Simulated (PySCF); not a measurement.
H$_{2}$F$_{2}$SSi (SMILES F[SiH](F)S), singlet, geometry from GFN2-xTB; PySCF with LC-WPBE/6-31G, TDA.

Here is a job for PySCF.
```python
from pyscf import gto, scf, dft, tdscf

mol = gto.M(
    atom='''
Si   -0.43294657    0.19464555    0.35920645
F    -1.56097505   -0.68912823   -0.32481742
F    -0.49406170    1.57197833   -0.44174029
S     1.45055031   -0.72034231    0.01238124
H    -0.78645530    0.43973871    1.72912091
H     2.13423290    0.41504970   -0.05709177
''',
    basis='6-31g',
    verbose=4,
)

mf = dft.RKS(mol)
mf.xc = 'lc_wpbe'
mf.kernel()
td = mf.TDA()
td.nstates = 5
td.kernel(x0=td.get_init_guess(mf, 13), nstates=5)
td.analyze()
```

Q: Write the output that PySCF gives for this input, abridged.

A: 
```
PySCF version 2.14.0

[INPUT] verbose = 4
[INPUT] num. atoms = 6
[INPUT] num. electrons = 50
[INPUT] charge = 0
[INPUT] spin (= nelec alpha-beta = 2S) = 0
[INPUT] symmetry False subgroup None
[INPUT] Mole.unit = angstrom
[INPUT] Symbol           X                Y                Z      unit          X                Y                Z       unit  Magmom
[INPUT]  1 Si    -0.432946570000   0.194645550000   0.359206450000 AA   -0.818150443870   0.367826780865   0.678801812677 Bohr   0.0
[INPUT]  2 F     -1.560975050000  -0.689128230000  -0.324817420000 AA   -2.949815331779  -1.302263619406  -0.613815964288 Bohr   0.0
[INPUT]  3 F     -0.494061700000   1.571978330000  -0.441740290000 AA   -0.933641301637   2.970608517451  -0.834768166286 Bohr   0.0
[INPUT]  4 S      1.450550310000  -0.720342310000   0.012381240000 AA    2.741142815803  -1.361249681837   0.023397152683 Bohr   0.0
[INPUT]  5 H     -0.786455300000   0.439738710000   1.729120910000 AA   -1.486185126213   0.830985728270   3.267564956159 Bohr   0.0
[INPUT]  6 H      2.134232900000   0.415049700000  -0.057091770000 AA    4.033115667036   0.784330261083  -0.107887809267 Bohr   0.0

nuclear repulsion = 231.036049895027
number of shells = 28
number of NR pGTOs = 144
number of NR cGTOs = 48
basis = 6-31g
ecp = {}

******** <class 'pyscf.dft.rks.RKS'> ********
method = RKS
initial guess = minao
damping factor = 0
level_shift factor = 0
DIIS = <class 'pyscf.scf.diis.CDIIS'>
diis_start_cycle = 1
diis_space = 8
diis_damp = 0
SCF conv_tol = 1e-09
SCF conv_tol_grad = None
SCF max_cycles = 50
direct_scf = True
direct_scf_tol = 1e-13
XC library pyscf.dft.libxc version 7.1.2
    S. Lehtola, C. Steigemann, M. J. T. Oliveira, and M. A. L. Marques,  SoftwareX 7, 1–5 (2018)
XC functionals = lc_wpbe
    O. A. Vydrov and G. E. Scuseria,  J. Chem. Phys. 125, 234109 (2006)
radial grids:
    Treutler-Ahlrichs [JCP 102, 346 (1995); DOI:10.1063/1.469408] (M4) radial grids

becke partition: Becke, JCP 88, 2547 (1988); DOI:10.1063/1.454033
pruning grids: <function nwchem_prune>
grids dens level: 3
symmetrized grids: False
atomic radii adjust function: <function treutler_atomic_radii_adjust>
small_rho_cutoff = 0
Set gradient conv threshold to 3.16228e-05
Initial guess from minao.
tot grids = 86200
init E= -888.54771883283
  HOMO = -0.348795748441821  LUMO = 0.0502785589179107  gap/eV = 10.85937
cycle= 1 E= -888.063522659322  delta_E= 0.484  |g|= 0.772  |ddm|= 2.23
  HOMO = -0.400567840755125  LUMO = 0.0635938436278289  gap/eV = 12.63048
cycle= 2 E= -888.095002595471  delta_E= -0.0315  |g|= 0.819  |ddm|= 1.41
  HOMO = -0.409222235714383  LUMO = 0.066963475895103  gap/eV = 12.95767
cycle= 3 E= -888.196369656615  delta_E= -0.101  |g|= 0.0411  |ddm|= 0.557
  HOMO = -0.417267978032994  LUMO = 0.0803031530208766  gap/eV = 13.53960
cycle= 4 E= -888.1969409354  delta_E= -0.000571  |g|= 0.0149  |ddm|= 0.0829
  HOMO = -0.410779591359958  LUMO = 0.0821344390218657  gap/eV = 13.41287
cycle= 5 E= -888.197028302338  delta_E= -8.74e-05  |g|= 0.00291  |ddm|= 0.0318
  HOMO = -0.411740228400285  LUMO = 0.0817037538331302  gap/eV = 13.42729
cycle= 6 E= -888.197033072174  delta_E= -4.77e-06  |g|= 0.00114  |ddm|= 0.0076
  HOMO = -0.411790193777287  LUMO = 0.0817111629743066  gap/eV = 13.42886
cycle= 7 E= -888.19703335743  delta_E= -2.85e-07  |g|= 0.000574  |ddm|= 0.00166
  HOMO = -0.411767486777803  LUMO = 0.0817299813287011  gap/eV = 13.42875
cycle= 8 E= -888.197033494087  delta_E= -1.37e-07  |g|= 7.04e-05  |ddm|= 0.000808
  HOMO = -0.41177554848843  LUMO = 0.0817326037022612  gap/eV = 13.42904
cycle= 9 E= -888.197033494475  delta_E= -3.88e-10  |g|= 1.17e-05  |ddm|= 0.000252
  HOMO = -0.411773870142297  LUMO = 0.0817339324396764  gap/eV = 13.42903
Extra cycle  E= -888.197033494582  delta_E= -1.07e-10  |g|= 6.32e-06  |ddm|= 3.45e-05
converged SCF energy = -888.197033494582

******** <class 'pyscf.tdscf.rks.TDA'> for <class 'pyscf.dft.rks.RKS'> ********
nstates = 5 singlet
deg_eia_thresh = 1.000e-03
wfnsym = None
conv_tol = 1e-05
eigh lindep = 1e-12
eigh level_shift = 0
eigh max_cycle = 100

Excitation energies (eV)
[7.2017751  7.58411225 8.72343078 8.87822527 9.51009122]

** Singlet excitation energies and oscillator strengths **
Excited State   1:      7.20178 eV    172.16 nm  f=0.0106
      25 -> 26       -0.57911
      25 -> 27        0.18898
      25 -> 28       -0.35118
Excited State   2:      7.58411 eV    163.48 nm  f=0.0170
      25 -> 26        0.20476
      25 -> 27        0.66377
Excited State   3:      8.72343 eV    142.13 nm  f=0.0091
      24 -> 26       -0.23872
      25 -> 26       -0.32423
      25 -> 28        0.56331
Excited State   4:      8.87823 eV    139.65 nm  f=0.0173
      24 -> 26        0.60529
      24 -> 27        0.21553
      25 -> 26       -0.11922
      25 -> 28        0.22123
Excited State   5:      9.51009 eV    130.37 nm  f=0.2577
      23 -> 26        0.13824
      24 -> 26        0.17794
      24 -> 27       -0.55859
      25 -> 29        0.29993
      25 -> 30       -0.11983

** Transition electric dipole moments (AU) **
state          X           Y           Z        Dip. S.      Osc.
  1        -0.0348     -0.0395      0.2398      0.0603      0.0106
  2        -0.0772      0.0612      0.2858      0.0914      0.0170
  3        -0.0839     -0.1854      0.0335      0.0425      0.0091
  4         0.0690      0.2651      0.0684      0.0797      0.0173
  5         0.7829     -0.6162     -0.3366      1.1059      0.2577

** Transition velocity dipole moments (imaginary part, AU) **
state          X           Y           Z        Dip. S.      Osc.
  1        -0.0148     -0.0241      0.0425      0.0026      0.0066
  2         0.0010      0.0105      0.0907      0.0083      0.0200
  3        -0.0244     -0.0966     -0.0031      0.0099      0.0207
  4        -0.0123      0.1199      0.0271      0.0153      0.0312
  5         0.2422     -0.1875     -0.0946      0.1028      0.1961

** Transition magnetic dipole moments (imaginary part, AU) **
state          X           Y           Z
  1         0.1531     -0.2575     -0.1047
  2        -0.0625      0.1584      0.0454
  3        -0.4510      0.3308     -0.1385
  4         0.2535     -0.0046     -0.1311
  5         0.1654     -0.3692      0.5610
```
